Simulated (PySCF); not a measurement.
From results back to the method.

Compound: C₃H₄BCl₂N.
Cartesian coordinates in Å at the PBE0-D3(BJ)/def2-SVP level; atoms count from 1:
```xyz
11
C3H4BCl2N angstrom
C     -1.310   -0.965    0.668
C     -1.019    0.069   -0.130
C      0.336    0.572   -0.397
N      0.602    1.554   -1.177
B      1.638   -0.082    0.215
Cl     2.070   -1.727   -0.193
Cl     2.679    0.840    1.261
H     -2.343   -1.280    0.832
H     -0.530   -1.540    1.176
H     -1.829    0.616   -0.632
H     -0.257    1.922   -1.608
```

The closed-shell ground state was solved 7 times with PySCF (density fitting, gas phase), always in the def2-SVPD basis (186 functions), with these functionals: B3LYP, CAM-B3LYP, HF, LC-wPBE, LDA, PBE0 and wB97X-D.

```json
{"row": "P", "total energy (Eh)": "-1111.6104", "HOMO (eV)": "-6.46", "LUMO (eV)": "-3.26", "dipole (D)": "2.91"}
{"row": "Q", "total energy (Eh)": "-1116.2762", "HOMO (eV)": "-9.32", "LUMO (eV)": "-0.91", "dipole (D)": "3.01"}
{"row": "R", "total energy (Eh)": "-1115.9614", "HOMO (eV)": "-10.69", "LUMO (eV)": "0.18", "dipole (D)": "3.05"}
{"row": "S", "total energy (Eh)": "-1113.6968", "HOMO (eV)": "-10.39", "LUMO (eV)": "1.79", "dipole (D)": "3.27"}
{"row": "T", "total energy (Eh)": "-1116.2871", "HOMO (eV)": "-9.83", "LUMO (eV)": "-0.28", "dipole (D)": "3.03"}
{"row": "U", "total energy (Eh)": "-1116.3941", "HOMO (eV)": "-7.66", "LUMO (eV)": "-2.25", "dipole (D)": "2.95"}
{"row": "V", "total energy (Eh)": "-1115.8220", "HOMO (eV)": "-7.91", "LUMO (eV)": "-2.07", "dipole (D)": "2.96"}
```

Task: Which functional belongs to which row?

Result: P = LDA, Q = CAM-B3LYP, R = LC-wPBE, S = HF, T = wB97X-D, U = B3LYP, V = PBE0. By rising HOMO–LUMO gap: LDA (LDA) 3.20 eV; B3LYP (global hybrid, 20 % exact exchange) 5.41 eV; PBE0 (global hybrid, 25 % exact exchange) 5.84 eV; CAM-B3LYP (range-separated hybrid) 8.41 eV; wB97X-D (range-separated hybrid) 9.55 eV; LC-wPBE (range-separated hybrid) 10.87 eV; HF (all exact exchange) 12.18 eV. Total energies of different functionals aren't bounds to one another; each is stationary for its own functional.

One conformer stands for the species.

wB97X-D is run here without its empirical dispersion term; that term would change no orbital, density or response property at a fixed geometry.
